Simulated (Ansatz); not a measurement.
The cluster LaO2H⁻. Total charge -1; doublet. Geometry r2SCAN-D4/def2-TZVP, that of the neutral singlet; atoms count from 1.

Cartesian coordinates in Å:
```
La 0.4239 0.6739 0.4916
O 0.4277 -0.3077 -1.4181
O -0.8905 0.3425 -1.1734
H 0.0389 -0.7087 2.0999
```

In the def2 sets La takes a core potential; there is no spin–orbit coupling. The structure holds one bond between oxygen atoms, so isomers without such links may lie far lower. The highest occupied level of the charge -1 doublet lies above zero (up to 0.38 eV). By energy differences its removal costs 0.93 eV (vertical, to the charge 0 singlet, at PBE0-D4/def2-TZVPD); a positive level beside a positive removal energy at the same level points to self-interaction error. The structure comes from a short search, and lower isomers may exist.

Q: Estimate the Mulliken populations from the PBE0/def2-TZVPD orbitals of Ansatz.

A: 
```json
{"atom": "La1", "charge (e)": "0.21", "spin (α − β)": "1.08", "d electrons": "1.33"}
{"atom": "O2", "charge (e)": "-0.43", "spin (α − β)": "-0.05", "d electrons": "–"}
{"atom": "O3", "charge (e)": "-0.43", "spin (α − β)": "-0.05", "d electrons": "–"}
{"atom": "H4", "charge (e)": "-0.36", "spin (α − β)": "0.02", "d electrons": "–"}
```
Mulliken values and Mayer orders depend strongly on the basis. With diffuse functions, as here, like atoms can get unlike values, and bond orders can come out too low or too high.

Q: Where does the spin sit?

A: Summed by element: La 1.08, O -0.10, H 0.02, of 1 unpaired in all. Largest on single atoms: La1 1.08, O3 -0.05, O2 -0.05.

Q: And the Mayer bond orders between bonded heavy atoms (over 0.3)?

A: La1–O2 0.78 (2.15 Å); La1–O3 0.78 (2.15 Å); O2–O3 0.58 (1.49 Å).
